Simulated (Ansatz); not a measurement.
The cluster Ga₃H₂, relaxed as a doublet with UKS r2SCAN-D4/def2-SVP in Ansatz, starting from the GFN1-xTB geometry. Force threshold 0.02 eV/Å.

Another isomer (doublet) lies 0.33 eV lower at PBE0-D4/def2-TZVP; other spin states weren't run for this one.

Start:

```xyz
5

Ga   -0.116   -0.918   -1.574
Ga    0.770    0.032    0.608
Ga   -1.605    0.843    0.217
H     1.687   -1.409   -1.082
H    -0.736    1.451    1.832
```

Problem. Estimate the energy that the relaxation releases and the steps that it takes.

Solution. 27.9 kcal/mol, in 20 steps; 96 s on 4 threads of Arm Neoverse V2 on a shared host. No frequencies were taken in this run, so the end may be a saddle point.

Problem. Does the start keep its bonding and symmetry?

Solution. Bonds formed: Ga2–H4, Ga2–H5 (atoms count from 1). Point group C2v at the start, Cs at the end, both within 0.05 Å.

Problem. Predict the relaxed structure.

Solution. 
Cartesian coordinates in Å:
```
Ga 0.017 -0.806 -1.758
Ga 0.143 -0.722 0.832
Ga -1.597 1.087 0.178
H 1.368 -0.553 -0.403
H 0.069 0.994 1.151
```
Bond lengths (bridged metal pairs left out): 2 × Ga–Ga 2.59 Å; 2 × Ga–H 1.75 Å.
